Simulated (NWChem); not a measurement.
System: octafluoropropane (C3F8); SMILES FC(F)(F)C(F)(F)C(F)(F)F

Here is an NWChem input.

```
start job
memory heap 200 mb stack 900 mb global 1100 mb
geometry units angstroms noautosym nocenter noautoz
  F     -1.377208    -1.100609     1.007271
  C     -1.316800    -0.004750     0.234334
  F     -1.380115     1.085102     1.015229
  F     -2.364544    -0.003161    -0.602465
  C      0.000000     0.000000    -0.598423
  F     -0.003941     1.104853    -1.381573
  F      0.003941    -1.104853    -1.381573
  C      1.316800     0.004750     0.234334
  F      1.380115    -1.085102     1.015229
  F      2.364544     0.003161    -0.602465
  F      1.377208     1.100609     1.007271
end
basis spherical
  * library def2-svp
end
dft
  xc pbe0
  iterations 150
end
cosmo
  do_cosmo_smd true
  solvent chcl3
end
task dft energy
```

Parts of the log:

```
             Northwest Computational Chemistry Package (NWChem) 7.3.0
             --------------------------------------------------------

                             Geometry "geometry" -> ""
                             -------------------------

 Output coordinates in angstroms (scale by  1.889725989 to convert to a.u.)

  No.       Tag          Charge          X              Y              Z
 ---- ---------------- ---------- -------------- -------------- --------------
    1 F                    9.0000    -1.37720800    -1.10060900     1.00727100
    2 C                    6.0000    -1.31680000    -0.00475000     0.23433400
    3 F                    9.0000    -1.38011500     1.08510200     1.01522900
    4 F                    9.0000    -2.36454400    -0.00316100    -0.60246500
    5 C                    6.0000     0.00000000     0.00000000    -0.59842300
    6 F                    9.0000    -0.00394100     1.10485300    -1.38157300
    7 F                    9.0000     0.00394100    -1.10485300    -1.38157300
    8 C                    6.0000     1.31680000     0.00475000     0.23433400
    9 F                    9.0000     1.38011500    -1.08510200     1.01522900
   10 F                    9.0000     2.36454400     0.00316100    -0.60246500
   11 F                    9.0000     1.37720800     1.10060900     1.00727100

 Effective nuclear repulsion energy (a.u.)     791.1973601412

                                 NWChem DFT Module
                                 -----------------

 Summary of "ao basis" -> "ao basis" (spherical)
 ------------------------------------------------------------------------------
       Tag                 Description            Shells   Functions and Types
 ---------------- ------------------------------  ------  ---------------------
 F                          def2-svp                 6       14   3s2p1d
 C                          def2-svp                 6       14   3s2p1d

 in cosmo_initialize ...
 calling solv_data for solv:chcl3

 solvent parameters
 solvname_short: chcl3
 solvname_long:  chloroform
 dielec:        4.7113
 dielecinf:     2.0906
 nonaqueous SMD model solvent descriptors
 dielec:        4.7113
 sola:          0.1500
 solb:          0.0200
 solc:          0.0000
 solg:         38.3900
 solh:          0.7500
 soln:          1.4459

          ---------------
          -cosmo- solvent
          ---------------
 Cosmo: York-Karplus, doi: 10.1021/jp992097l
 dielectric constant -eps-     =   4.71
 screen = (eps-1)/(eps    )    =   0.78774
 surface charge correction     = lagrangian

   van der Waals surface
 --------------------------

[...]

                                COSMO-SMD solvation results
                                ---------------------------

             internal energy in gas <Psi(g)|H|Psi(g)> =      -911.495039750706
         internal energy in solvent <Psi(s)|H|Psi(s)> =      -911.495009805853
                               delta internal energy  =         0.000029944854 (    0.02 kcal/mol)
   total free energy in solvent <Psi(s)|H+V/2|Psi(s)> =      -911.496609154546
 polarization energy contribution <Psi(s)|V/2|Psi(s)> =        -0.001599348693 (   -1.00 kcal/mol)
    total free energy in solvent including G(SMD-CDS) =      -911.493942326334
                       G(SMD-CDS) energy contribution =         0.002666828212 (    1.67 kcal/mol)
     1 M fixed-concentration free energy of solvation =         0.001097424373 (    0.69 kcal/mol)

                       DFT Final Molecular Orbital Analysis
                       ------------------------------------

 Vector   43  Occ=2.000000D+00  E=-4.547424D-01
              MO Center=  9.4D-07,  3.4D-08,  3.7D-01, r^2= 5.1D+00
   Bfn.  Coefficient  Atom+Function         Bfn.  Coefficient  Atom+Function
  ----- ------------  ---------------      ----- ------------  ---------------
    47      0.308685   4 F  py              131     -0.308685  10 F  py
    50     -0.206715   4 F  py              134      0.206715  10 F  py
     4     -0.186419   1 F  px              144      0.186419  11 F  px
    32      0.185471   3 F  px              116     -0.185471   9 F  px
     6     -0.184495   1 F  pz              146     -0.184496  11 F  pz

 Vector   44  Occ=2.000000D+00  E=-4.493285D-01
              MO Center=  2.9D-08, -1.3D-08, -2.3D-01, r^2= 3.6D+00
   Bfn.  Coefficient  Atom+Function         Bfn.  Coefficient  Atom+Function
  ----- ------------  ---------------      ----- ------------  ---------------
    59      0.305583   5 C  s                76      0.295037   6 F  pz
    90      0.295037   7 F  pz               62      0.247684   5 C  pz
    79     -0.213529   6 F  pz               93     -0.213529   7 F  pz
    58      0.192275   5 C  s                32      0.178517   3 F  px
   116     -0.178517   9 F  px                4      0.176416   1 F  px

 Vector   45  Occ=2.000000D+00  E=-3.934231D-01
              MO Center=  3.2D-08,  6.6D-09, -3.2D-01, r^2= 3.2D+00
   Bfn.  Coefficient  Atom+Function         Bfn.  Coefficient  Atom+Function
  ----- ------------  ---------------      ----- ------------  ---------------
    60      0.332948   5 C  px               74      0.278472   6 F  px
    88      0.278472   7 F  px               77     -0.205846   6 F  px
    91     -0.205846   7 F  px               18     -0.201156   2 C  px
   102     -0.201156   8 C  px               46     -0.170973   4 F  px
   130     -0.170973  10 F  px                4     -0.148180   1 F  px

 Vector   46  Occ=0.000000D+00  E= 4.770579D-02
              MO Center= -2.0D-08,  1.1D-09, -2.5D-01, r^2= 2.5D+00
   Bfn.  Coefficient  Atom+Function         Bfn.  Coefficient  Atom+Function
  ----- ------------  ---------------      ----- ------------  ---------------
    64      0.688479   5 C  py               61      0.442812   5 C  py
    73     -0.376224   6 F  s                87      0.376224   7 F  s
    19      0.275357   2 C  py              103      0.275357   8 C  py
    79     -0.235965   6 F  pz               93      0.235965   7 F  pz
    76      0.223959   6 F  pz               90     -0.223959   7 F  pz

 Vector   47  Occ=0.000000D+00  E= 4.911806D-02
              MO Center=  3.2D-09, -1.9D-09, -2.9D-01, r^2= 2.9D+00
   Bfn.  Coefficient  Atom+Function         Bfn.  Coefficient  Atom+Function
  ----- ------------  ---------------      ----- ------------  ---------------
    65      0.511608   5 C  pz               23      0.454851   2 C  pz
   107      0.454851   8 C  pz               62      0.348021   5 C  pz
    20      0.327034   2 C  pz              104      0.327034   8 C  pz
    17     -0.321471   2 C  s               101     -0.321471   8 C  s
    45      0.301974   4 F  s               129      0.301974  10 F  s

 Vector   48  Occ=0.000000D+00  E= 1.489205D-01
              MO Center= -5.1D-08, -1.6D-08,  4.5D-02, r^2= 2.7D+00
   Bfn.  Coefficient  Atom+Function         Bfn.  Coefficient  Atom+Function
  ----- ------------  ---------------      ----- ------------  ---------------
    63      0.996807   5 C  px               17      0.792091   2 C  s
   101     -0.792091   8 C  s                21      0.701949   2 C  px
   105      0.701948   8 C  px               18      0.447198   2 C  px
   102      0.447198   8 C  px               60      0.355923   5 C  px
    45      0.255507   4 F  s               129     -0.255507  10 F  s

     Multipole analysis of the density
     ---------------------------------

     L   x y z        total         alpha         beta         nuclear
     -   - - -        -----         -----         ----         -------
     0   0 0 0     -0.000000    -45.000000    -45.000000     90.000000

     1   1 0 0      0.000000      0.000000      0.000000      0.000000
     1   0 1 0     -0.000000     -0.000000     -0.000000      0.000000
     1   0 0 1      0.040162      0.101541      0.101541     -0.162921

     2   2 0 0    -42.528474   -360.287876   -360.287876    678.047278
     2   1 1 0     -0.001166     -0.819883     -0.819883      1.638600
     2   1 0 1      0.000000      0.000000      0.000000      0.000000
     2   0 2 0    -42.847906   -137.432139   -137.432139    232.016372
     2   0 1 1      0.000000      0.000000      0.000000      0.000000
     2   0 0 2    -42.845224   -165.182020   -165.182020    287.518816
```

Level: PBE0/def2-SVP, SMD on the gas-phase geometry. The geometry was optimised at PBE-D3(BJ)/def2-SVP. No frequency run checked for a minimum. Solvent: chloroform.
